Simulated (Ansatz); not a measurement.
Basis-set extrapolation for C₂H₈O₂Si, SMILES `CO[SiH](C)O` (PBE0-D4/def2-TZVP geometry, frozen core, Ansatz 0.2.0). Multiplicity 1, RHF reference.

|  | def2-TZVPP | def2-QZVPP |
| --- | --- | --- |
| HF | -519.270551 | -519.291507 |
| MP2 correlation | -0.953372 | -1.024548 |
| CCSD(T) correlation | -1.030556 | not run |

Energies in hartree. Use E(X) = E(∞) + A·exp(−7.88·√X) for Hartree–Fock and E(X) = E(∞) + B·X^(−2.97) for correlation, with X = 3 and 4, and add CCSD(T) minus MP2 of the smaller set to the MP2 limit.

Question: What is the CCSD(T) energy at the basis-set limit?

Answer: HF limit: -519.291507 + (-0.020956) × 0.13774 = -519.29439. MP2 limit: -1.024548 + (-0.071176) × 0.74074 = -1.07727. Higher-order term: -1.030556 − (-0.953372) = -0.07718. Total: -520.44884 hartree, 92.7 kcal/mol below CCSD(T)/def2-TZVPP.
